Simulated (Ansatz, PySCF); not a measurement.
Species: HS2, charge 0, doublet. HS2 (SMILES S[S], doublet).
B3LYP-D3(BJ)/def2-TZVP minimum from Ansatz (a quantum-chemistry and plane-wave program):
```
S
H 1 1.3565
S 1 1.9776 2 102.01
```
Charge 0, spin multiplicity 2.

Wanted: enthalpy of formation at 298 K (by atomisation, with ideal-gas terms from PySCF's Hessian at B3LYP-D3(BJ)/def2-TZVP and the atoms' measured values of the G2/97 table; no spin-orbit terms), in kJ/mol. UHF or UKS for unpaired electrons; spin-orbit terms are left out. Cores are frozen in correlated methods. Rows without X2C or -DK are non-relativistic. CBS(X,Y): correlation extrapolated as X^-3, Hartree-Fock from the larger set (Q,5: extrapolated as (X+1)exp(-9√X)). A bracket is a step between two methods taken in the basis named. 'core' is core correlation in cc-pwCVTZ (1s frozen past Ne), 'X2C' scalar relativity in cc-pVTZ-DK, both at CCSD(T). Where a partner has so few electrons that a lower coupled-cluster level is exact, that level stands in.

```tsv
level	program	enthalpy of formation at 298 K (kJ/mol)	difference against the last row
MP2/aug-cc-pV(D+d)Z	Ansatz	181.6	84.8
MP2/cc-pV(Q+d)Z	Ansatz	112.8	16.0
MP2/CBS(cc-pV(Q+d)Z,cc-pV(5+d)Z)	Ansatz	94.6	-2.2
CCSD(T)/cc-pV(Q+d)Z	Ansatz	116.4	19.6
CCSDT(Q)/aug-cc-pV(D+d)Z	Ansatz	181.1	84.3
CCSDT(Q)/aug-cc-pV(T+d)Z	Ansatz	130.1	33.3
CCSDT(Q)/cc-pV(T+d)Z	Ansatz	139.1	42.3
CCSDTQ/cc-pV(D+d)Z	Ansatz	198.4	101.6
CCSD(T)/CBS(cc-pV(Q+d)Z,cc-pV(5+d)Z) + [CCSDT(Q) - CCSD(T)]/cc-pV(D+d)Z + core + X2C	Ansatz	96.0	-0.8
CCSD(T)/CBS(cc-pV(Q+d)Z,cc-pV(5+d)Z) + [CCSDT(Q) - CCSD(T)]/cc-pV(T+d)Z + [CCSDTQ - CCSDT(Q)]/cc-pV(D+d)Z + core + X2C	Ansatz	96.8	0.0
```
